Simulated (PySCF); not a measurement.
Atom-mapped SMILES (the numbers label the heavy atoms): `[F:1][C@@H:2]1[CH:3]=[CH:4][C@:5]2([F:6])[CH2:7][C@H:8]12`. Hydrogens are named by the atom that carries them. Ha(C7) is cis to C2 on the ring; Hb(C7) is trans to C2 on the ring.

Geometry: GFN2-xTB; GIAO shifts from PySCF 2.14.0 with density-fitted response routines, gas phase, non-relativistic, averaged over equivalent atoms.

At HCTH407/MINI (46 basis functions, 12 s wall time on 1 thread of an Arm Neoverse N1, shared host):
```
 atoms  δ (ppm)
    F6   -243.6
    F1   -249.7
    C4    109.9
    C3    104.5
    C2     75.5
    C5     59.2
    C7     20.1
    C8     10.8
 H(C4)     6.79
 H(C3)     6.17
 H(C2)     5.48
 H(C8)     2.53
Hb(C7)     2.09
Ha(C7)     1.39
```

Scale: ¹⁹F (σref 184.15) against CFCl3; TMS for ¹³C (σref 217.81), ¹H (σref 30.67) (reference shieldings calculated alike).

Question: Predict the values at PBE0/pcSseg-1 on the same geometry.

Answer: 
```tsv
atoms	δ at PBE0/pcSseg-1	change
F6	-231.8	+11.8
F1	-225.3	+24.4
C4	147.2	+37.3
C3	135.9	+31.4
C2	99.3	+23.8
C5	93.1	+33.9
C7	27.4	+7.3
C8	24.8	+14.0
H(C4)	6.65	-0.14
H(C3)	5.50	-0.67
H(C2)	6.13	+0.65
H(C8)	2.13	-0.40
Hb(C7)	1.49	-0.60
Ha(C7)	1.21	-0.18
```

References, each an isolated molecule treated in the same way: ¹⁹F (σ = 170.95 ppm) vs CFCl3; ¹³C (σ = 186.93 ppm) and ¹H (σ = 31.72 ppm) against TMS.

The largest change is at C4 (alkene CH). Cost: 166 basis functions, 32 s wall time on 1 thread of an Arm Neoverse N1, shared host. The order of the carbon signals is the same at both levels.

Unscaled 19F shifts against computed CFCl3 carry errors that often reach 10 to 50 ppm.
